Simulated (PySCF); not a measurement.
# Working out the ionisation energy of N(2+)

N(2+) [He] 2s2 2p1 (2P) → N(3+) [He] 2s2 (1S). Calculation: PySCF 2.14, in dyall-acv3z (15s9p4d2f, 76 functions); scalar relativity by spin-free X2C-1e. Frozen: 1s2; the 19 highest virtual orbitals dropped. Energies in hartree (1 hartree = 27.21139 eV):

```tsv
part	N(2+) (lower)	N(3+) (upper)
UHF	-52.850195	-51.112119
CCSD correlation	-0.085615	-0.087644
(T)	-0.001070	0.000000
```

Question: What does Hartree-Fock give?

Answer: (-51.112119) − (-52.850195) = 1.738076 hartree = 47.295 eV.

Question: What do CCSD and CCSD(T) give?

Answer: The CCSD correlation energies differ by -0.002029 hartree = -0.055 eV and the triples by 0.001070 hartree = 0.029 eV, so CCSD gives 47.240 eV and CCSD(T) 47.269 eV.

A first-order spin-orbit estimate adds 0.015 eV to CCSD(T) (valence), giving 47.284 eV against 47.445 eV (semi-empirical (NIST evaluation); NIST Atomic Spectra Database, ionization energies).

The coupled-cluster amplitudes are large, so a single reference is strained.

What remains against the reference includes basis incompleteness, the frozen core and higher excitations.
